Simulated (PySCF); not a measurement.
**Zn: ionisation energy**

Zn [Ar] 3d10 4s2 (1S) → Zn⁺ [Ar] 3d10 4s1 (2S), as a difference of total energies. Calculation: PySCF 2.14, in ANO-RCC-VTZP; the spin-free X2C one-electron Hamiltonian (Gaussian nucleus). Correlated levels: valence: [Ar] frozen. The calculations carry no spin-orbit coupling.

```tsv
method	ionisation energy (eV)	error (eV)
UHF	7.779	-1.615
MP2 (valence)	9.088	-0.306
SCS-MP2 (valence)	9.097	-0.297
CCSD (valence)	9.138	-0.256
CCSD(T) (valence)	9.257	-0.137
```

Reference: 9.394 eV (measured; NIST Atomic Spectra Database, ionization energies).

Errors of the correlated levels include the incompleteness of this basis and the frozen core.
